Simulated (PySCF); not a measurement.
**Telling isomers of C₅H₄F₃N apart by NMR**

- geometry from GFN2-xTB
- PBE0/pcSseg-1 with gauge-including orbitals
- run in PySCF 2.14.0 with density-fitted response routines
- non-relativistic Hamiltonian, no solvent model, equivalent nuclei averaged, one computed conformer

Scale: $^{1}$H (σref 31.72) and $^{13}$C (σref 186.93) vs TMS (reference shieldings calculated alike). Splittings of carbon signals by F and P are missing where no couplings were computed. Where no couplings were computed, multiplicities follow the n + 1 count of equivalent neighbours, and m marks all less simple cases (inequivalent or close neighbours, rings, F or P nearby). Shifts are as computed. Against solution values, carbons near 30 ppm lie about +3 ppm off and those near 130 ppm about +5 ppm (rms about the fit 2.1 ppm; single classes can miss by 10 ppm). Of 1328 compounds with measured shifts, 309 miss one by over three times the rms of a fit or turn the order of signals round; such compounds aren't used in these exercises. Signals without a measured value on file couldn't be tested in this way; 1H shifts scatter by 0.2 ppm about their fit, and single ones miss by 0.5 ppm. OH and NH positions are gas-phase values without hydrogen bonding to other molecules.

(1) Tabulate the signals of `FC(F)(F)c1cc[nH]c1`, `C/N=C/C#CC(F)(F)F` and their relative energies.

(2) What is the quickest way to tell FC(F)(F)c1cc[nH]c1 from C/N=C/C#CC(F)(F)F?

Answers

(1) 
| SMILES | carbon types | δC | δH | E rel. (kcal/mol) |
| --- | --- | --- | --- | --- |
| FC(F)(F)c1cc[nH]c1 | 2×C 3×CH | 133.4, 123.2, 121.2, 120.7, 113.8 | 7.91 (br s, 1H), 7.11 (m, 1H), 6.80 (m, 1H), 6.73 (m, 1H) | 0.0 |
| C/N=C/C#CC(F)(F)F | 3×C 1×CH 1×CH3 | 144.9, 124.3, 90.9, 82.7, 53.1 | 7.76 (s, 1H), 4.01 (s, 3H) | 66.6 |

Energies are electronic energies at PBE0/pcSseg-1 on these geometries, without zero-point or thermal terms, each for the one conformer computed, which needn't be the lowest.

(2) Both give the same number of carbon signals, but DEPT or the intensities differ. The first has an aromatic CH at 113.8 ppm, the second a methyl carbon bonded to N (CH3) at 53.1 ppm. Their most deshielded carbons lie at 133.4 and 144.9 ppm. In the proton spectra the most deshielded non-exchanging signals are 7.11 (m, 1H) and 7.76 (s, 1H).
